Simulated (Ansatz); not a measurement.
Program: Ansatz. Geometries: PBE0-D4/def2-TZVP. ΔE: electronic, gas phase. CCSD(T)/CBS adds triple-zeta CCSD(T) − MP2 to the extrapolated MP2 energy (def2 sets, frozen cores). DFT in def2-TZVPP. For Zn outer-core shells are correlated without core-valence functions, which leaves a few kJ/mol of doubt a bond. Scalar relativity is left out up to krypton. Each species was taken in one conformer, which may not be the lowest.

Consider the redistribution: `[CH3][Zn][CH2]Cl` + `O[SiH](F)[SiH2]Cl` → `[CH3][Zn][SiH2]Cl` + `O[SiH](F)CCl`.

Problem. Is it downhill or uphill in electronic energy at CCSD(T)/CBS, and by how much? (An estimate is asked.)

Solution. Ansatz gave: Downhill: ΔE = -52.1 kJ/mol.

Problem. What do these levels give: PBE-D4, r2SCAN-D4, PBE0-D4, B2PLYP, HF/def2-TZVPP, CCSD/def2-TZVPP, CCSD(T)/def2-TZVPP, HF/def2-QZVPP, MP2/def2-QZVPP, HF/CBS(def2), MP2/CBS(def2), CCSD/CBS(def2)? (An estimate is asked.)

Solution. Ansatz gave: PBE-D4 -46.7, r2SCAN-D4 -51.6, PBE0-D4 -52.1, B2PLYP -52.3, HF/def2-TZVPP -63.2, CCSD/def2-TZVPP -54.0, CCSD(T)/def2-TZVPP -52.0, HF/def2-QZVPP -62.5, MP2/def2-QZVPP -50.8, HF/CBS(def2) -62.4, MP2/CBS(def2) -51.1, CCSD/CBS(def2) -54.0 kJ/mol.

Largest T1 diagnostic among the species: 0.013.

From PBE to PBE0 (25 % exact exchange), in def2-TZVPP and without D4, ΔE moves by −5.5 kJ/mol. In def2-TZVPP, CCSD(T) changes the Hartree–Fock value by +11.2 kJ/mol (the triples alone add +2.0 kJ/mol) and MP2 by +12.1 kJ/mol.
